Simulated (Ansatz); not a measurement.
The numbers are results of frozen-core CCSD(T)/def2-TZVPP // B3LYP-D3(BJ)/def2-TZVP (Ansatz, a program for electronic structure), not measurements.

Ansatz 0.2 input:
```yaml
crystal:
  periodic: [false, false, false]
  atoms:
    - { symbol: F, position_ang: [-1.674002, -0.908094, 0.228229] }
    - { symbol: C, position_ang: [-0.655922, -0.051779, 0.292077] }
    - { symbol: F, position_ang: [-0.963704, 1.056416, -0.382033] }
    - { symbol: Se, position_ang: [1.040327, -0.893782, -0.1298] }
    - { symbol: H, position_ang: [1.771789, 0.350701, 0.151688] }
basis:
  gaussian: { orbitals: def2-TZVPP }
correlation:
  method: ccsd_t
magnetization:
  spin_polarized: true
  initial_magnetization: 1
```

Output:

```
Functional definition: HF
1034 factors; integrals over basis functions are off by at most 1.1e-3 eV
mean field evaluation 1: about -71759.2969 eV, gradient 2.3e1 eV
mean field evaluation 2: about -71759.3036 eV, gradient 2.3e1 eV
mean field evaluation 4: about -71761.9514 eV, gradient 3.3e0 eV
mean field evaluation 8: about -71762.1567 eV, gradient 1.9e-1 eV
mean field evaluation 16: about -71761.9441 eV, gradient 3.3e0 eV
mean field -71762.15786666 eV, -2637.2106594621 hartree, gradient 9.2e-6 eV, S^2 0.765102; 0 other end points of the search recorded, 0 dependent functions left out
12 core orbitals not correlated
reference -71762.15786666 eV, -2637.2106594621 hartree; 18, 17 occupied and 125, 126 virtual orbitals, 1034 factors
second order -24.53297088 eV of doubles, -0.00000000 eV of singles
cycle   1  -24.21348072 eV  change    3.2e-1 eV  update   1.1e-1
cycle   2  -24.79167886 eV  change   -5.8e-1 eV  update   3.3e-2
cycle   3  -24.92429121 eV  change   -1.3e-1 eV  update   2.0e-2
cycle   4  -24.90975632 eV  change    1.5e-2 eV  update   7.2e-3
cycle   5  -24.90812632 eV  change    1.6e-3 eV  update   3.9e-3
cycle   6  -24.91077134 eV  change   -2.6e-3 eV  update   1.8e-3
cycle   7  -24.91065623 eV  change    1.2e-4 eV  update   9.5e-4
cycle   8  -24.91064187 eV  change    1.4e-5 eV  update   4.5e-4
cycle   9  -24.91083043 eV  change   -1.9e-4 eV  update   2.0e-4
cycle  10  -24.91069085 eV  change    1.4e-4 eV  update   8.0e-5
cycle  11  -24.91072874 eV  change   -3.8e-5 eV  update   4.1e-5
cycle  12  -24.91074726 eV  change   -1.9e-5 eV  update   1.7e-5
perturbative correction -0.87691246 eV, -0.0322259386 hartree
Total energy: -71787.94552638 eV, -2638.1583384772 hartree
```

Cost: roughly 6 core-minutes.
